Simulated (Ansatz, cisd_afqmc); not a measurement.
System: AgI, charge 0, singlet. AgI (SMILES [I][Ag]).
B3LYP-D3(BJ)/def2-TZVP minimum from Ansatz (an electronic-structure program):
```
Ag
I 1 2.5929
```

Total energies in def2-TZVPP, 18 correlated electrons, 13 frozen orbitals. Radicals and triplets start from unrestricted determinants; spin-orbit coupling is neglected. Cores are frozen in correlated methods (noble-gas shells, and filled d and f shells in the p block). Past Kr the def2 sets carry scalar-relativistic core potentials. AFQMC is phaseless with a CISD trial state; ± is one standard error, without the phaseless bias. Outlying blocks are dropped, and bars are widened where a walk drifts. Over all cases where full CI ran beside it in this data, AFQMC minus full CI had a median of +0.1 mEh and passed +0.4 mEh in a tenth of the cases. Spin-orbit terms, left out, reach several kcal/mol for Br and I, and more for heavier atoms.

| method | program | energy (Eh) | minus CCSDT(Q) (mEh) |
|---|---|---|---|
| HF | Ansatz | -442.84046 | 531.75 |
| MP2 | Ansatz | -443.36766 | 4.54 |
| CCSD | Ansatz | -443.35219 | 20.02 |
| CCSD(T) | Ansatz | -443.37213 | 0.08 |
| CCSDT(Q) | Ansatz | -443.37221 | 0.00 |
| AFQMC/CISD | cisd_afqmc | -443.3721 ± 0.0004 | 0.2 ± 0.4 |

Rough core times of Ansatz's runs on a shared machine: CCSD(T) under 20 s, CCSDT(Q) 9 min.
